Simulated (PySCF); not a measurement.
Record of a relaxation.

Species: C₂H₈ClGeN.
Atom-mapped SMILES: `[CH3:1][N:2]([CH3:3])[GeH2:4][Cl:5]` (hydrogens: H6, H7, H8 on C1; H9, H10, H11 on C3; H12, H13 on Ge4)

Method: PBE0-D3(BJ)/def2-SVP geometry optimisation, gas phase in PySCF; density fitting, grid level 1; the optimiser is geomeTRIC in internal coordinates, started from a GFN2-xTB structure with every atom displaced at random (about 0.01 Å). The frame can shift and turn from step to step; on so coarse a grid that alone can change the energy by a few meV, and forces under 0.02 eV/Å are noise.

Step 0: E = -72707.2759 eV, largest atomic force 2.142 eV/Å
```
atom  x, y, z in Å  |  force x, y, z in eV/Å
C1     -0.903   -1.061   -0.543   -0.789   1.820   0.067
N2     -0.197   -0.102    0.275    0.580   0.120  -0.050
C3     -0.836    1.205    0.301    1.409  -0.597   1.029
Ge4     1.653   -0.229    0.397   -2.056  -0.261   0.542
Cl5     2.652    0.391   -1.355    0.616   0.355  -1.006
H6     -1.942   -1.145   -0.160    0.178  -0.291  -0.101
H7     -0.982   -0.712   -1.593   -0.023  -0.186  -0.112
H8     -0.410   -1.999   -0.521    0.500  -1.408   0.023
H9     -1.827    1.127    0.741   -0.597  -0.018   0.127
H10    -0.234    1.867    0.959   -0.280  -0.005  -0.228
H11    -0.900    1.657   -0.678   -0.178   0.450  -0.822
H12     1.928   -1.687    0.637    0.240  -0.540  -0.013
H13     2.004    0.672    1.531    0.401   0.560   0.542
```

Step 1: E = -72707.4330 eV, largest atomic force 0.790 eV/Å
```
atom  x, y, z in Å  |  force x, y, z in eV/Å
C1     -0.201   -0.840   -0.892    0.225  -0.514  -0.033
N2      0.487    0.119   -0.069   -0.319   0.018   0.105
C3     -0.137    1.414   -0.027   -0.239   0.198  -0.181
Ge4     2.247   -0.045    0.247    0.684   0.158  -0.362
Cl5     3.390    0.585   -1.568   -0.205  -0.176   0.469
H6     -1.230   -1.006   -0.527   -0.050   0.029   0.035
H7     -0.270   -0.533   -1.953    0.008   0.055  -0.040
H8      0.316   -1.825   -0.868   -0.174   0.344   0.010
H9     -1.165    1.339    0.380    0.089  -0.005  -0.045
H10     0.418    2.104    0.624    0.059   0.007   0.046
H11    -0.213    1.892   -1.031    0.033  -0.103   0.186
H12     2.588   -1.536    0.454   -0.037   0.201   0.011
H13     2.657    0.935    1.373   -0.074  -0.210  -0.202
```

Step 2: E = -72707.4570 eV, largest atomic force 0.421 eV/Å
```
atom  x, y, z in Å  |  force x, y, z in eV/Å
C1     -0.207   -0.842   -0.890    0.053  -0.089  -0.037
N2      0.481    0.122   -0.070    0.028  -0.015   0.149
C3     -0.146    1.419   -0.025   -0.009   0.043  -0.038
Ge4     2.260   -0.045    0.231    0.104   0.136  -0.385
Cl5     3.421    0.554   -1.554   -0.120  -0.100   0.235
H6     -1.236   -1.004   -0.520   -0.005   0.020  -0.004
H7     -0.277   -0.531   -1.951   -0.018   0.000  -0.004
H8      0.307   -1.817   -0.864   -0.027   0.057   0.014
H9     -1.171    1.342    0.381    0.014  -0.013  -0.005
H10     0.415    2.104    0.629    0.003  -0.013   0.006
H11    -0.220    1.896   -1.024    0.008  -0.006   0.020
H12     2.593   -1.521    0.457   -0.018  -0.022   0.025
H13     2.670    0.925    1.343   -0.013   0.002   0.022
```

Step 3: E = -72707.4622 eV, largest atomic force 0.132 eV/Å
```
atom  x, y, z in Å  |  force x, y, z in eV/Å
C1     -0.209   -0.840   -0.887   -0.039   0.089  -0.021
N2      0.481    0.126   -0.069    0.004  -0.015   0.057
C3     -0.143    1.425   -0.022    0.032  -0.022   0.023
Ge4     2.262   -0.044    0.213    0.016   0.026  -0.128
Cl5     3.431    0.509   -1.557   -0.021  -0.029   0.024
H6     -1.238   -0.997   -0.514    0.003   0.005  -0.008
H7     -0.283   -0.529   -1.949   -0.005  -0.011   0.010
H8      0.303   -1.811   -0.859    0.029  -0.064   0.010
H9     -1.168    1.345    0.385   -0.015   0.006   0.002
H10     0.420    2.104    0.637   -0.011  -0.004  -0.002
H11    -0.217    1.905   -1.017    0.000   0.023  -0.036
H12     2.576   -1.520    0.464   -0.002  -0.044   0.022
H13     2.675    0.929    1.317    0.010   0.040   0.049
```

Step 4: E = -72707.4625 eV, largest atomic force 0.076 eV/Å
```
atom  x, y, z in Å  |  force x, y, z in eV/Å
C1     -0.215   -0.833   -0.883   -0.022   0.072  -0.011
N2      0.481    0.129   -0.064    0.002  -0.007   0.019
C3     -0.138    1.431   -0.019    0.028  -0.025   0.018
Ge4     2.264   -0.050    0.204   -0.034  -0.014   0.028
Cl5     3.431    0.458   -1.573    0.013  -0.005  -0.049
H6     -1.245   -0.984   -0.512    0.002   0.002   0.001
H7     -0.287   -0.523   -1.946    0.004  -0.009   0.003
H8      0.293   -1.808   -0.854    0.013  -0.044   0.005
H9     -1.164    1.354    0.384   -0.007   0.007  -0.004
H10     0.425    2.106    0.644   -0.004   0.004  -0.002
H11    -0.207    1.913   -1.014    0.002   0.015  -0.024
H12     2.562   -1.527    0.479    0.000  -0.009   0.011
H13     2.688    0.935    1.298    0.005   0.013   0.006
```

Step 5: E = -72707.4625 eV, largest atomic force 0.058 eV/Å
```
atom  x, y, z in Å  |  force x, y, z in eV/Å
C1     -0.218   -0.828   -0.881   -0.001   0.022  -0.010
N2      0.481    0.131   -0.062   -0.009  -0.009   0.010
C3     -0.132    1.435   -0.019    0.008  -0.007   0.003
Ge4     2.264   -0.056    0.202   -0.018  -0.014   0.053
Cl5     3.424    0.431   -1.583    0.013  -0.004  -0.040
H6     -1.250   -0.974   -0.511   -0.003   0.003   0.004
H7     -0.287   -0.519   -1.944    0.006  -0.004  -0.001
H8      0.285   -1.807   -0.850   -0.008  -0.004   0.004
H9     -1.160    1.362    0.382    0.002   0.007  -0.008
H10     0.431    2.109    0.645    0.003   0.004  -0.001
H11    -0.198    1.918   -1.015    0.006   0.002  -0.004
H12     2.554   -1.533    0.488   -0.001   0.007   0.006
H13     2.695    0.934    1.290    0.002  -0.003  -0.015
```

Step 6: E = -72707.4626 eV, largest atomic force 0.029 eV/Å
```
atom  x, y, z in Å  |  force x, y, z in eV/Å
C1     -0.220   -0.826   -0.880    0.009  -0.004  -0.012
N2      0.481    0.132   -0.060   -0.012  -0.015   0.016
C3     -0.128    1.438   -0.020   -0.001   0.007  -0.006
Ge4     2.262   -0.061    0.204   -0.003  -0.005   0.029
Cl5     3.418    0.418   -1.588    0.005  -0.010  -0.016
H6     -1.253   -0.968   -0.512   -0.005   0.004   0.004
H7     -0.286   -0.518   -1.943    0.005  -0.002  -0.002
H8      0.279   -1.806   -0.847   -0.016   0.016   0.005
H9     -1.157    1.369    0.379    0.005   0.006  -0.009
H10     0.435    2.111    0.644    0.005   0.003  -0.001
H11    -0.191    1.920   -1.017    0.008  -0.003   0.005
H12     2.550   -1.538    0.494   -0.002   0.008   0.006
H13     2.698    0.932    1.288    0.002  -0.005  -0.018
```

Step 7: E = -72707.4627 eV, largest atomic force 0.029 eV/Å
```
atom  x, y, z in Å  |  force x, y, z in eV/Å
C1     -0.222   -0.825   -0.879    0.006  -0.003  -0.013
N2      0.480    0.132   -0.060   -0.010  -0.018   0.021
C3     -0.126    1.439   -0.020   -0.002   0.009  -0.006
Ge4     2.262   -0.063    0.205    0.000  -0.001   0.014
Cl5     3.416    0.411   -1.590    0.003  -0.012  -0.007
H6     -1.255   -0.965   -0.512   -0.004   0.005   0.003
H7     -0.286   -0.517   -1.942    0.004  -0.002  -0.001
H8      0.276   -1.806   -0.846   -0.013   0.013   0.005
H9     -1.156    1.373    0.377    0.004   0.006  -0.008
H10     0.438    2.112    0.643    0.004   0.002  -0.001
H11    -0.187    1.921   -1.018    0.009  -0.002   0.003
H12     2.548   -1.540    0.497   -0.003   0.005   0.006
H13     2.700    0.931    1.287    0.002  -0.003  -0.015
```

**Question.** Summarise the path.

**Answer.** The energy falls by 0.1868 eV from step 0 to step 7; nine tenths of that is first reached at step 2. It falls at every step. The largest force goes from 2.142 to 0.029 eV/Å. Among the bonds Ge4–Cl5 changes most, from 2.111 to 2.187 Å; the atoms move by 0.060 Å rms after alignment.

What follows is the cost of the whole optimisation. Hardware: Arm Neoverse V1, one thread, no GPU, shared host with 32 logical CPUs at a one-minute load of 44. Cost: 72 s of wall time, 0.57 GiB resident at most.
